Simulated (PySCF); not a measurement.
# YN: frontier orbitals

RHF at R = 1.793 Å; PySCF, scalar-relativistic core potentials, basis sets Y def2-TZVPP with ECP28, N def2-TZVPP. State: ¹Σ⁺ (singlet), closed shell. Only the outer orbitals are listed, counted within each symmetry, core potentials removing the inner ones.

```tsv
orbital	occ.	ε (eV)	on Y (%)	main shells (%)
2σ	2	-59.27	98	98 Y s
3σ	2	-35.01	85	86 Y p, 11 N s
1π	2	-33.81	99	99 Y p
1π	2	-33.81	99	99 Y p
4σ	2	-20.61	22	78 N s, 10 Y p, 8 Y d
2π	2	-7.08	36	64 N p, 30 Y d
2π	2	-7.08	36	64 N p, 30 Y d
5σ	2	-6.43	42	56 N p, 28 Y d, 12 Y p
6σ	0	-0.49	100	79 Y s, 18 Y p
3π	0	0.81	99	85 Y p, 14 Y d
3π	0	0.81	99	85 Y p, 14 Y d
```

Task: Which are the highest filled and the lowest empty level, where do they sit, and how wide is the gap?

Result: Highest filled 5σ at -6.43 eV (in %: 56 N p, 28 Y d, 12 Y p); lowest empty 6σ at -0.49 eV (in %: 79 Y s, 18 Y p); the gap at RHF is 5.94 eV.

The bond order (Mayer) is 3.08, the ⟨S²⟩ is 0.000 and the charge on Y (Mulliken, basis-dependent) is 0.65. The charge on Y (Löwdin, basis-dependent) is 0.28 and the dipole moment (positive dipole means Y(−)N(+)) is -9.84 D. The polarisability along the bond is 111.2 bohr³. The polarisability across the bond is 38.5 bohr³.

Spin–orbit coupling is left out.
